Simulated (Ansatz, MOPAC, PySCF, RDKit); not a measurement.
Complex: SiH4 (SMILES [SiH4]) (first 5 atoms) with CH6Si (SMILES C[SiH3]); geometry from B3LYP-D3(BJ)/def2-TZVP, rigid monomers moved along the line of their centres of mass till Si1···H8 is 4.27 Å.
(charge 0, multiplicity 1):
```xyz
13

Si     0.0159    -0.3016     0.1916
H     -1.1782    -0.1975     1.0594
H     -0.3660    -0.0324    -1.2129
H      0.5767    -1.6682     0.2968
H      1.0314     0.6802     0.6308
C      0.8272    -0.6035     5.2706
Si    -0.3896     0.8033     5.5192
H      0.6450    -1.1265     4.3307
H      0.7415    -1.3323     6.0787
H      1.8535    -0.2326     5.2576
H     -0.2206     1.8392     4.4727
H     -0.1744     1.4397     6.8421
H     -1.7848     0.3039     5.4624
```

| level | interaction energy (kcal/mol) | cost |
|---|---|---|
| UFF | -0.63 | - |
| AM1 | 0.03 | - |
| PM3 | 0.00 | - |
| PM6 | 0.16 | - |
| HF/STO-3G (no counterpoise) | 0.02 | - |
| BP86/6-31G* (no counterpoise) | 0.19 | - |
| r2SCAN-D3(BJ)/def2-TZVPPD | -0.39 | ×1 |
| B3LYP/6-311+G** (no counterpoise) | 0.16 | - |
| B3LYP-D3(BJ)/def2-TZVPPD | -0.41 | ×1 |
| PBE0/def2-TZVPPD | -0.08 | ×1 |
| wB97M-V/def2-TZVPPD | -0.36 | ×4 |
| MP2/aug-cc-pV(D+d)Z | -0.32 | - |
| SCS-MP2/aug-cc-pV(D+d)Z | -0.23 | - |
| CCSD(T)/aug-cc-pV(D+d)Z | -0.35 | ×9 |

The rows run from -0.63 (UFF) to 0.19 kcal/mol (BP86/6-31G* (no counterpoise)).

Counterpoise-corrected where a basis set is named; no monomer relaxation. Rows marked so take none. RDKit's UFF carries no charges.

Frozen-core correlation. Rows in 6-311+G**, 6-31G*, STO-3G carry no dispersion term and start afresh at each structure (6-31G* with six Cartesian d functions). The state reached by AM1, PM3, PM6 isn't checked.

The values were computed with Ansatz (a program for electronic structure); MOPAC for AM1, PM3, PM6 (differences of heats of formation); PySCF for 6-311+G** rows, 6-31G* rows, STO-3G rows, the dispersion terms; RDKit for the force fields. Values without a source in brackets are computed.

Costs are rough ratios of core time to PBE/def2-TZVPPD (about 7 s over the structures, on one shared machine); a dash marks a level with no comparable run of its own.
